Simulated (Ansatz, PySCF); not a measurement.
Molecule: sum formula HSiO$_{3}$, net charge 0, doublet state. It need not be the lowest isomer of its formula. 
Geometry from a B3LYP-D3(BJ)/def2-TZVP (Ansatz, a quantum-chemistry and plane-wave program) optimisation:
```
Si
O 1 1.5546
O 1 1.5639 2 117.82
O 1 1.6046 2 123.69 3 -180.00
H 4 0.9636 1 119.87 2 0.00
```
Charge 0, spin multiplicity 2.

Total electronic energies in hartree. Cores are frozen in the correlated levels unless marked. Open shells are spin-unrestricted. Spin-orbit coupling is left out. No relativistic terms.  The program attaches cautions to a run behind CCSD/aug-cc-pV(D+d)Z: other roots. The program attaches cautions to a run behind CCSD(T)/cc-pV(D+d)Z: other roots.

The UHF reference is spin-contaminated (<S^2> 0.11 over the pure value in the largest basis). The Hartree-Fock reference is unstable (checked in the largest basis), which strains HF and MP2. 

```
level                               program  energy (Eh)
---------------------------  --------------  -----------
HF/STO-3G                            Ansatz   -507.65272
HF/cc-pV(Q+d)Z                       Ansatz   -514.27400
RI-HF/aug-cc-pV(T+d)Z                Ansatz   -514.25645
PBE/def2-TZVPD                       Ansatz   -515.53910
BLYP-D3(BJ)/def2-TZVPD       Ansatz + dftd3   -515.90817
BLYP/def2-TZVPD                       PySCF   -515.90159
r2SCAN-D3(BJ)/def2-TZVPD     Ansatz + dftd3   -515.78332
PBE0/STO-3G                          Ansatz   -508.83716
PBE0/6-31G*                          Ansatz   -515.38580
PBE0/def2-TZVP                       Ansatz   -515.54003
BHLYP-D4/def2-TZVPD          Ansatz + dftd4   -515.79508
BHLYP/def2-TZVPD                     Ansatz   -515.79097
TPSSh-D3(BJ)/def2-TZVPD       PySCF + dftd3   -515.92061
HSE06-D3(BJ)/def2-TZVPD      Ansatz + dftd3   -515.52891
wB97X-V/def2-TZVPD                   Ansatz   -515.76995
B2GP-PLYP-D3(BJ)/def2-TZVPD  Ansatz + dftd3   -515.56282
B2GP-PLYP-D4/def2-TZVPD      Ansatz + dftd4   -515.56181
B2PLYP/def2-TZVPD                    Ansatz   -515.64895
RI-MP2/cc-pV(Q+d)Z                   Ansatz   -515.10711
CCSD/STO-3G                          Ansatz   -507.81540
CCSD/aug-cc-pV(D+d)Z                 Ansatz   -514.83790
CCSD(T)/cc-pV(D+d)Z                  Ansatz   -514.78407
```

Totals of different functionals don't rank their quality; only differences between species are comparable.
